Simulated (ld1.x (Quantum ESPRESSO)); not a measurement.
# Scattering properties, PAW potential for neon (Ne)

Ne, PAW, made with ld1.x (Quantum ESPRESSO) 7.5 (LDA (PZ), scalar-relativistic). Core [He], reference 2s2 2p6. Waves: 2s (bound): rcut 0.45, rcutus 0.55 bohr; 2s channel at -2.05 Ry: rcut 0.45, rcutus 0.55 bohr; 2p (bound): rcut 1.10, rcutus 1.55 bohr; 2p channel at 0.65 Ry: rcut 1.10, rcutus 1.55 bohr. Local part: all-electron potential smoothed inside 1.55 bohr (lloc = -1). Core correction: a·sin(br)/r model core inside 0.60 bohr. Augmentation charge: PSQ, inside the norm-conserving radii.

The phase is arctan(r·u′/u) with u = r·R(r), unwrapped; energies in Ry, scanned from -5 to 5 Ry. A pole is an energy at which the radial function vanishes at the test radius. The pseudo phase is shifted by a multiple of π to meet the all-electron one at the reference energy, and phase errors are pseudo minus all-electron; the curves can meet again beyond the range given. Levels narrower than the energy grid can be missing from the lists of poles.

For each channel, where are the poles, and over which energies does the pseudopotential scatter like the atom?

| channel | radius (bohr) | reference energy (Ry) | poles, all-electron | poles, pseudo | unbroken range about the reference energy with phases within 0.05 rad | phase error 1 Ry above the reference energy (rad) |
| --- | --- | --- | --- | --- | --- | --- |
| s | 1.70 | -2.65 | -2.12 | -2.12 | the whole range | -0.000 |
| p | 1.70 | -0.99 | -0.37 | -0.37 | the whole range | +0.000 |

Phases in the s channel:

```tsv
E (Ry)	all-electron	pseudo
-5.00	1.237	1.237
-4.48	1.189	1.189
-3.96	1.099	1.099
-3.44	0.857	0.857
-2.92	-0.437	-0.437
-2.40	-1.437	-1.437
-1.88	-1.639	-1.639
-1.36	-1.728	-1.728
-0.84	-1.788	-1.788
-0.32	-1.840	-1.840
0.20	-1.892	-1.892
0.72	-1.951	-1.952
1.24	-2.026	-2.026
1.76	-2.127	-2.128
2.28	-2.275	-2.279
2.80	-2.511	-2.519
3.32	-2.888	-2.903
3.84	-3.383	-3.405
4.36	-3.816	-3.837
4.88	-4.099	-4.115
```
